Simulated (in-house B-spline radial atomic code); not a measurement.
One electron outside the [Ne] 3s2 3p6 core: Sc²⁺

Computed with an all-electron radial atomic-structure program (B-spline basis), no-pair Dirac-Coulomb Hamiltonian, finite nucleus. Rungs: frozen-core Dirac-Hartree-Fock (DHF); Brueckner orbitals from the second-order correlation potential; the same with the Coulomb interaction screened by the core and the hole-particle interaction summed; Breit and QED terms from differences of relaxed Dirac-Fock atoms, where computed. Partial waves beyond l = 6 are extrapolated. The tables show a selection of states; those near core-excited levels, with erratic corrections or far from their DHF start are never shown.

The lowest nd levels tend to come out too strongly bound in this method, by some 0.05 to 0.2 eV for each d electron where measurements exist, which shifts their lines and rates.

Removal energies (cm⁻¹):

```json
{"state": "3d3/2", "DHF": "186245", "second order": "202488", "screened": "200883", "Breit + QED": "68.4", "final": "200951"}
{"state": "3d5/2", "DHF": "186081", "second order": "?", "screened": "?", "Breit + QED": "?", "final": "?"}
{"state": "4s1/2", "DHF": "168598", "second order": "?", "screened": "?", "Breit + QED": "?", "final": "?"}
{"state": "4p1/2", "DHF": "133665", "second order": "138119", "screened": "137551", "Breit + QED": "-25.2", "final": "137525"}
{"state": "4p3/2", "DHF": "133221", "second order": "137621", "screened": "137059", "Breit + QED": "-11.7", "final": "137048"}
{"state": "4d3/2", "DHF": "84672", "second order": "87699", "screened": "87322", "Breit + QED": "7.11", "final": "87329"}
{"state": "4d5/2", "DHF": "84626", "second order": "87648", "screened": "87271", "Breit + QED": "12.1", "final": "87283"}
{"state": "5s1/2", "DHF": "83126", "second order": "85088", "screened": "84799", "Breit + QED": "-13.6", "final": "84785"}
{"state": "5p1/2", "DHF": "70200", "second order": "71736", "screened": "71541", "Breit + QED": "-9.76", "final": "71531"}
{"state": "5p3/2", "DHF": "70030", "second order": "71552", "screened": "71359", "Breit + QED": "-4.59", "final": "71354"}
```

**Question.** What does correlation do to 4s1/2?

**Answer.** It adds 6555 cm⁻¹ to the removal energy in second order and 5615 cm⁻¹ with screening; Breit and QED add -39.3 cm⁻¹, for a final 174173 cm⁻¹.

**Question.** What does correlation do to 3d5/2?

**Answer.** It adds 16160 cm⁻¹ to the removal energy in second order and 14570 cm⁻¹ with screening; Breit and QED add 100 cm⁻¹, for a final 200750 cm⁻¹.

**Question.** How does the lowest state compare with the NIST ionisation energy?

**Answer.** 3d3/2 is bound by 24.915 eV, without recoil; NIST lists 24.756839 ± 1.2e-05 eV (measured), a difference of +0.16 eV.

Electric-dipole lines from 3d3/2 (reduced matrix elements in atomic units, length form, static core polarisation, sign of DHF taken positive):

```tsv
upper	DHF	+ core polarisation	+ Brueckner	λ (nm)	A (s⁻¹)
4p1/2	1.535	1.449	1.318	157.67	4.49e+08
4p3/2	0.6829	0.645	0.5865	156.49	4.55e+07
5p1/2	0.2905	0.2513	0.247	77.268	1.34e+08
5p3/2	0.1307	0.1134	0.1113	77.163	1.37e+07
```

**Question.** What radiative lifetime does 4p3/2 get from its electric-dipole decays?

**Answer.** The rates to lower computed states sum to 7.35e+08 s⁻¹, a lifetime of 1.36 ns.

Magnetic hyperfine constants per unit nuclear g factor (MHz, nucleus as a uniformly magnetised ball; they apply to isotopes with nuclear spin):

| state | DHF | + core polarisation | + Brueckner |
| --- | --- | --- | --- |
| 4s1/2 | 2874 | 3407 | 3741 |
| 4p1/2 | 588.7 | 706.9 | 790.8 |
| 4p3/2 | 113.5 | 155.1 | 171.9 |
| 5s1/2 | 988 | 1161 | 1216 |
| 5p1/2 | 227.9 | 270.9 | 291.4 |
| 5p3/2 | 44 | 58.5 | 62.33 |

**Question.** What is the static scalar polarisability of 3d3/2?

**Answer.** 4.169 bohr³: 2.129 from the core and 2.04 from the valence electron, Pauli blocking included.
